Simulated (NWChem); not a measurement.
## Total energies of AlP

SMILES: [Al]=[P]
```xyz
2

Al     0.0000     0.0000     1.1825
P      0.0000     0.0000    -1.0249
```
Charge 0, spin multiplicity 3.

All runs are NWChem calculations. All single points use one geometry, from UPBE0/def2-SVP, a minimum by its harmonic frequencies.

Basis set: STO-3G (18 functions).

```json
[
 {"method": "UHF", "total energy (Ha)": "-575.78085"},
 {"method": "UMP2", "total energy (Ha)": "-575.82055"},
 {"method": "UB2PLYP", "total energy (Ha)": "-576.54489"},
 {"method": "UPBE", "total energy (Ha)": "-576.50004"},
 {"method": "UB3LYP", "total energy (Ha)": "-576.82128"},
 {"method": "UTPSS", "total energy (Ha)": "-576.83986"}
]
```

Total energies of different functionals aren't comparable as a measure of quality: only differences taken within one method are. 

The correlated methods keep 10 core orbitals frozen. B3LYP has NWChem's definition, with VWN1-RPA local correlation. This spin state was chosen for the runs; another may lie lower. The structure started from a generated list of species. The unpaired electrons of the parent sit in orbitals of symmetry a1 and b2 (C2v labels of the run); other states weren't searched. No SCF solution was tested for a lower state. Open-shell Hartree-Fock references start from PBE0 orbitals.
